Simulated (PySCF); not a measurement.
sulfur trioxide (O₃S), SMILES O=S(=O)=O.

Geometry optimised at B3LYP-D3(BJ)/def2-TZVP.

Two levels are set side by side: TDDFT-PBE/def2-SVPD (PySCF) and ADC(2)/aug-cc-pVDZ (PySCF). Vertical, same geometry; the bases differ. Differences are taken from unrounded values.

```json
[
 {"quantity": "lowest singlet excitation (eV)", "ADC(2)": "5.25"}
]
```

Problem. What does TDDFT-PBE give, and how far is it from ADC(2)? (The exact figures need the calculation; the answer reports its results.)

Solution. 
```json
[
 {"quantity": "lowest singlet excitation (eV)", "TDDFT-PBE": "4.83", "TDDFT-PBE minus ADC(2)": "-0.42"}
]
```

A lower first singlet is the usual sign of a functional without exact exchange. Differences between two approximate levels are no errors against the true value.

Rough cost on one machine, each run with all the roots and properties that it gave: ADC(2) against TDDFT-PBE about 20 times.
